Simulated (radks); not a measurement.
Results of a calculation; reference values are marked as such.
Er9+, 59 electrons, occupied as [Kr] 4d10 4f10 5s2 5p1.

Level of theory: scalar-relativistic Kohn-Sham, r2SCAN, spin-polarised, spherical densities, finite nucleus; open shells are filled with parallel spins first (spin-orbit coupling, left out, can overturn this in heavy ions); meta-GGA in the generalised Kohn-Sham scheme; Fermi nuclear charge, rms radius 5.2516 fm (a radial shooting solver on a logarithmic mesh with Libxc functionals).

Energy parts (Ry):
| part | energy |
|---|---|
| total | -26125.4493 |
| kinetic | 28324.7397 |
| electron-nucleus | -63457.2920 |
| Hartree | 9553.1278 |
| exchange-correlation | -546.0248 |

Orbitals (lengths in bohr, moments of r in powers of bohr):
orbital,occ.,eigenvalue (Ry),<r>
1s up,1,-4233.458,0.02037
1s down,1,-4233.446,0.02037
2s up,1,-722.2705,0.08644
2s down,1,-722.2677,0.08644
2p up,3,-639.9106,0.07672
2p down,3,-639.9019,0.07672
3s up,1,-171.2269,0.2251
3s down,1,-171.0338,0.2249
3p up,3,-146.0444,0.2243
3p down,3,-145.8491,0.2242
3d up,5,-114.4805,0.2039
3d down,5,-114.3285,0.2036
4s up,1,-43.15264,0.5071
4s down,1,-42.74843,0.5074
4p up,3,-34.80631,0.5368
4p down,3,-34.40734,0.5371
4d up,5,-23.56127,0.5774
4d down,5,-23.15971,0.5778
4f up,7,-11.13162,0.6793
4f down,3,-10.72539,0.6842
5s up,1,-13.81249,1.129
5s down,1,-13.44833,1.136
5p up,1,-11.42681,1.245
5p down,0,-11.10402,1.257

The highest occupied level is 4f down at -145.93 eV. The configuration is held as typed, so some empty levels lie below it. Summed over all electrons, <r^2> = 17.66 bohr^2, which gives a Langevin (diamagnetic) susceptibility term of -14 x 10^-6 cm^3/mol. The density falls to 0.001 e/bohr^3 at r = 2.40 bohr. The electron density at the nucleus is 9.196e+05 e/bohr^3 (large components only). The spin density at the nucleus is -0.70 e/bohr^3 (1s -1.40, 2s -0.14, 3s -17.51, 4s 8.62, 5s 9.74). For comparison, the ionisation energy in NIST's Atomic Spectra Database is 177 eV (theoretical). In exact Kohn-Sham theory the highest level is minus the ionisation energy, but local and semilocal functionals leave it too shallow, through self-interaction and a potential that decays too fast; potentials with the right tail come closer.
